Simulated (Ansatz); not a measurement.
Consider the silylene loss: `[SiH3][SnH]([Cl])[Cl]` → `[Cl][SnH2][Cl]` + `[SiH2]`.

Gas-phase electronic energies from Ansatz, PBE0-D4/def2-TZVP geometries. CCSD(T)/CBS adds triple-zeta CCSD(T) − MP2 to the extrapolated MP2 energy (def2 sets, frozen cores). This one scheme is used for every species. Functionals use def2-TZVPP. Elements past krypton have def2 core potentials. For Sn outer-core shells are correlated without core-valence functions, which leaves a few kJ/mol of doubt a bond.

`[SiH3][SnH]([Cl])[Cl]`:

Cartesian coordinates in Å:
```
Si -1.078 -0.053 0.903
Sn 0.865 0.276 -0.734
Cl 0.349 -0.895 -2.683
Cl 2.733 -0.790 0.166
H -2.299 0.543 0.309
H -0.737 0.623 2.179
H -1.239 -1.512 1.100
H 1.405 1.808 -1.242
```

`[Cl][SnH2][Cl]`:

Z-matrix (Å, degrees):
```
Sn
Cl 1 2.316
Cl 1 2.316 2 106.5
H 1 1.695 2 107.8 3 -115.4
H 1 1.695 2 107.8 3 115.4
```

`[SiH2]`:

```xyz
3

Si    0.055    0.582    0.405
H    -0.399    0.317   -1.027
H     0.344   -0.900    0.622
```

```
        level  ΔE (kcal/mol)
      r2SCANh           69.8
CCSD/def2-SVP           59.7
```

(1) What does CCSD(T)/CBS give? (Best estimate.)

Largest T1 diagnostic among the species: 0.014.

Results:

(1) Computed: +65.7 kcal/mol. The listed levels differ from it by 4.1, -6.0 kcal/mol.

Leaving LDA and LC-ωPBE aside and taking each functional with its dispersion term where it has one, the values, not all of them listed here, spread over 8.4 kcal/mol, from B97M-V to r2SCAN0-D4. LDA lies +6.9 kcal/mol from PBE without D4. The D4 term adds +3.2 kcal/mol with B3LYP and +1.8 kcal/mol with PBE0; it sums over pairs of atoms, weighted by their polarisabilities, and B3LYP, whose exchange is more repulsive, gets the larger term. From BLYP to BHLYP (50 % exact exchange), in def2-TZVPP and without D4, ΔE moves by +4.1 kcal/mol.

B3LYP here is the variant with VWN-RPA as its local correlation; programs differ in this.
